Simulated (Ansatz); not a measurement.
`F[SiH]1C[SiH2][Se]1`, relaxed with RKS PBE0-D4/def2-TZVP in the Gaussian-basis code of Ansatz from a PBE-D4/def2-SVP geometry. The force threshold is 0.005 eV/Å; the program also tests the step.

Total charge 0; spin multiplicity 1.

Start:

```xyz
10

F     1.126    2.345    0.549
Si    1.147    0.826   -0.076
C    -0.001   -0.331    0.874
Si   -1.152   -0.653   -0.609
Se    0.036    0.694   -2.083
H     2.594    0.444   -0.163
H    -0.506    0.186    1.716
H     0.496   -1.242    1.264
H    -2.567   -0.183   -0.414
H    -1.173   -2.088   -1.058
```

| step | energy (eV) | largest force (eV/Å) | largest move (Å) |
| --- | --- | --- | --- |
| 1 | -84927.9945 | 1.282 | 0.000 |
| 2 | -84928.0499 | 0.784 | 0.032 |
| 3 | -84928.0635 | 0.094 | 0.025 |
| 4 | -84928.0640 | 0.023 | 0.010 |
| 5 | -84928.0641 | 0.005 | 0.004 |

End:

```xyz
10

F     1.115    2.299    0.532
Si    1.128    0.820   -0.073
C    -0.002   -0.324    0.872
Si   -1.134   -0.644   -0.598
Se    0.032    0.693   -2.059
H     2.554    0.434   -0.164
H    -0.504    0.182    1.700
H     0.490   -1.222    1.250
H    -2.532   -0.180   -0.412
H    -1.147   -2.058   -1.048
```

It took 30 s on 4 threads of an Arm Neoverse V1 on a shared host, with 0.72 GiB of host memory at the peak.
